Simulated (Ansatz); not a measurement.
Computed with Ansatz on PBE0-D4/def2-TZVP structures; ΔE is electronic, products minus reactants. CBS: MP2 limit from def2 TZ/QZ plus the TZ coupled-cluster correction, frozen cores. This one scheme is used for every species. DFT in def2-TZVPP. B3LYP here is the variant with VWN-RPA as its local correlation; programs differ in this. For Se outer-core shells are correlated without core-valence functions, which leaves a few kJ/mol of doubt a bond. Scalar relativity is left out up to krypton. One conformer a species, not always the lowest.

`[SiH3]N[SiH2][SeH]` + `OB(F)F` → `FB(F)O[SiH3]` + `N[SiH2][SeH]`  (ligand exchange at the Si–N bond)

`[SiH3]N[SiH2][SeH]`:

Z-matrix (Å, degrees):
```
Si
N 1 1.732
H 1 1.488 2 113.1
H 1 1.487 2 109.7 3 120.5
H 1 1.484 2 106.9 3 -120.0
Si 2 1.718 1 126.6 3 97.2
H 2 1.010 1 117.2 3 -71.3
Se 6 2.283 2 114.1 1 -55.6
H 6 1.483 2 111.8 1 59.3
H 6 1.483 2 106.8 1 -178.7
H 8 1.469 6 93.4 2 -62.9
```

`OB(F)F`:

Cartesian coordinates in Å:
```
O -0.575 -0.210 0.812
B 0.360 0.001 -0.133
F 1.624 -0.253 0.138
F 0.056 0.460 -1.340
H -1.465 0.002 0.523
```

`FB(F)O[SiH3]`:

Z-matrix (Å, degrees):
```
Si
O 1 1.661
H 1 1.483 2 109.6
H 1 1.483 2 109.6 3 121.0
H 1 1.479 2 106.3 3 -119.5
B 2 1.339 1 133.7 3 -60.4
F 6 1.328 2 121.9 1 -0.1
F 6 1.319 2 120.5 1 179.9
```

`N[SiH2][SeH]`:

Z-matrix (Å, degrees):
```
Si
Se 1 2.293
N 1 1.711 2 117.9
H 1 1.482 2 101.7 3 -119.9
H 1 1.482 2 109.2 3 121.1
H 2 1.469 1 93.5 3 -67.4
H 3 1.008 1 119.2 2 85.2
H 3 1.008 1 120.2 2 -57.6
```

Q: Is it downhill or uphill in electronic energy at CCSD(T)/CBS, and by how much? (Best estimate.)

A: Computed: Downhill: ΔE = -32.0 kJ/mol.

Q: What do these levels give: B3LYP-D4, PBE, r2SCAN, PBE0, B3LYP, MP2/def2-TZVPP, CCSD(T)/def2-TZVPP, HF/def2-QZVPP, MP2/def2-QZVPP, SCS-MP2/def2-QZVPP, HF/CBS(def2), CCSD/CBS(def2)? (An estimate is asked.)

A: The calculation gave: B3LYP-D4 -33.5, PBE -31.4, r2SCAN -34.5, PBE0 -32.0, B3LYP -40.6, MP2/def2-TZVPP -30.1, CCSD(T)/def2-TZVPP -31.3, HF/def2-QZVPP -47.7, MP2/def2-QZVPP -30.9, SCS-MP2/def2-QZVPP -34.4, HF/CBS(def2) -47.8, CCSD/CBS(def2) -34.1 kJ/mol.

Largest T1 diagnostic among the species: 0.012.

The D4 term adds +7.2 kJ/mol with B3LYP and +4.0 kJ/mol with PBE0; it sums over pairs of atoms, weighted by their polarisabilities, and B3LYP, whose exchange is more repulsive, gets the larger term. In def2-TZVPP, CCSD(T) changes the Hartree–Fock value by +15.4 kJ/mol (the triples alone add +2.2 kJ/mol) and MP2 by +16.5 kJ/mol.
